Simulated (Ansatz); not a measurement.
Consider the ligand exchange at a B–N bond: `B/N=C\Cl` + `OC[SiH2]Cl` → `BOC[SiH2]Cl` + `N=CCl`.

Program: Ansatz. Geometries: PBE0-D4/def2-TZVP. ΔE: electronic, gas phase. CBS: MP2 limit from def2 TZ/QZ plus the TZ coupled-cluster correction, frozen cores. This one scheme is used for every species. One conformer a species, not always the lowest.

```tsv
species	CCSD(T)/def2-TZVPP energy (Eh)
`B/N=C\Cl`	-579.01533
`OC[SiH2]Cl`	-864.99044
`BOC[SiH2]Cl`	-890.40787
`N=CCl`	-553.61068
```

(1) Work out ΔE.

Largest T1 diagnostic among the species: 0.014.

## Answers

(1) ΔE = (-890.40787) + (-553.61068) − (-579.01533) − (-864.99044) = -0.01278 Eh = -0.35 eV. CCSD(T)/CBS gives -0.32 eV.

In def2-TZVPP, CCSD(T) changes the Hartree–Fock value by +0.11 eV (the triples alone add +0.02 eV) and MP2 by +0.14 eV. From PBE to PBE0 (25 % exact exchange), in def2-TZVPP and without D4, ΔE moves by −0.08 eV.
